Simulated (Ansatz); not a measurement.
Reactions of `BCC(C)=CF`.

Isolated molecules relaxed with PBE0-D4/def2-TZVP in Ansatz; ΔE leaves out vibrations. CCSD(T)/CBS adds triple-zeta CCSD(T) − MP2 to the extrapolated MP2 energy (def2 sets, frozen cores). This one scheme is used for every species. Double bonds are as drawn, so ΔE can hold a change between cis and trans. Triplets are unrestricted, without spin–orbit coupling. For Br, Ge outer-core shells are correlated without core-valence functions, which leaves a few kJ/mol of doubt a bond. Scalar relativity is left out up to krypton. Each species was taken in one conformer, which may not be the lowest.

Order these by ΔE at CCSD(T)/CBS, lowest first. (Best estimate.)
A. `BC/C(C)=C\F` + H₂ → `CC(C)=CF` + BH₃
B. `BC/C(C)=C\F` + `C[SiH](O)Br` → `BO[SiH](C)Br` + `CC(C)=CF`
C. `BC/C(C)=C\F` → `B/C(C)=C/F` + `[CH2]` (triplet)
D. `BC/C(C)=C\F` + `C=C[NH][GeH3]` → `B[N]([GeH3])C=C` + `CC(C)=CF`
E. `BC/C(C)=C\F` + `N[SiH3]` → `BCN[SiH3]` + `C/C=C\F`

D (-35.3 kcal/mol), B (-31.9 kcal/mol), A (-2.5 kcal/mol), E (+12.9 kcal/mol), C (+98.3 kcal/mol).

Largest T1 diagnostic: 0.013, for `B[N]([GeH3])C=C`.
